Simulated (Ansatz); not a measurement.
Species: H4BSiO2 (charge 0, doublet). SMILES: O[B]O[SiH3]
Geometry from a B3LYP-D3(BJ)/def2-TZVP (Ansatz, a first-principles code) optimisation:
```
O
B 1 1.3407
O 2 1.3524 1 121.86
H 3 0.9614 2 113.45 1 180.00
Si 1 1.6571 2 136.56 3 -180.00
H 5 1.4768 1 107.93 2 120.55
H 5 1.4768 6 110.05 1 -117.55
H 5 1.4788 6 110.25 7 -121.82
```
Charge 0, spin multiplicity 2.

Wanted: atomisation energy, in kcal/mol. Terms: UHF or UKS for open shells; frozen cores in correlated levels; atomisation electronic, to ground-state atoms; non-relativistic; spin-orbit terms left out; 6-31G* and kin with 6d, 5d where marked; no dispersion term unless named. CBS marks a two-point X^-3 extrapolation of the correlation energy; Hartree-Fock from the larger set. First-principles rows: single points at B3LYP-D3(BJ) geometries (Ansatz).

```tsv
species	coefficient	E at B3LYP/6-31G* (Ansatz), Eh	E at wB97M-V/def2-TZVPD (Ansatz), Eh
O[B]O[SiH3]	-1	-467.24789	-467.26097
B atom	+1	-24.65435	-24.64968
H atom	+4	-0.50027	-0.49411
O atom	+2	-75.06062	-75.07806
Si atom	+1	-289.37173	-289.35271
```

Coupled cluster (Ansatz) is a level with limits of its own, used here on species with T1 under 0.025 (0.045 for open shells) and stable references: CCSD(T)/CBS(cc-pV(T+d)Z,cc-pV(Q+d)Z). Value to compare with, CCSD(T)/CBS(cc-pV(T+d)Z,cc-pV(Q+d)Z) (Ansatz): 707.2 kcal/mol. 1 Eh = 627.5095 kcal/mol.

Question: Compute it at each level from the table, and compare with CCSD(T)/CBS(cc-pV(T+d)Z,cc-pV(Q+d)Z) (Ansatz).

Answer: 
- B3LYP/6-31G*: the sum of coefficient times E is 1.09949 Eh, or 689.94 kcal/mol. Result: 689.9 kcal/mol. Its difference against CCSD(T)/CBS(cc-pV(T+d)Z,cc-pV(Q+d)Z) (Ansatz) is -17.3 kcal/mol.
- wB97M-V/def2-TZVPD: the sum of coefficient times E is 1.12602 Eh, or 706.59 kcal/mol. Result: 706.6 kcal/mol. Its difference against CCSD(T)/CBS(cc-pV(T+d)Z,cc-pV(Q+d)Z) (Ansatz) is -0.6 kcal/mol.
